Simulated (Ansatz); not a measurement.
Consider the homolysis of the Se–Si bond: `C[SiH2][Se][SiH3]` → `C[SiH2][Se]`• + `[SiH3]`•.

Isolated molecules relaxed with PBE0-D4/def2-TZVP in Ansatz; ΔE leaves out vibrations. CBS: MP2 limit from def2 TZ/QZ plus the TZ coupled-cluster correction, frozen cores. This one scheme is used for every species. Functionals use def2-TZVPP. Open shells (•) are unrestricted, without spin–orbit coupling. For Se outer-core shells are correlated without core-valence functions, which leaves a few kJ/mol of doubt a bond. Scalar relativity is left out up to krypton. Each species was taken in one conformer, which may not be the lowest.

| level | ΔE (kcal/mol) |
| --- | --- |
| B97M-V | 79.3 |
| ωB97M-V | 81.8 |

Problem. What does CCSD(T)/CBS give? (Best estimate.)

Solution. Computed: +84.6 kcal/mol. The listed levels differ from it by -5.3, -2.8 kcal/mol.

Largest T1 diagnostic among the species: 0.015.

The D4 term adds +4.5 kcal/mol with B3LYP and +2.5 kcal/mol with PBE0; it sums over pairs of atoms, weighted by their polarisabilities, and B3LYP, whose exchange is more repulsive, gets the larger term. In def2-TZVPP, CCSD(T) changes the Hartree–Fock value by +25.0 kcal/mol (the triples alone add +2.6 kcal/mol) and MP2 by +29.5 kcal/mol; breaking electron pairs costs correlation energy, which Hartree–Fock lacks.

CCSD(T)/CBS has its own doubt, a few kJ/mol and more with outer-core shells, so smaller differences from it don't rank the levels.

B3LYP here is the variant with VWN-RPA as its local correlation; programs differ in this.
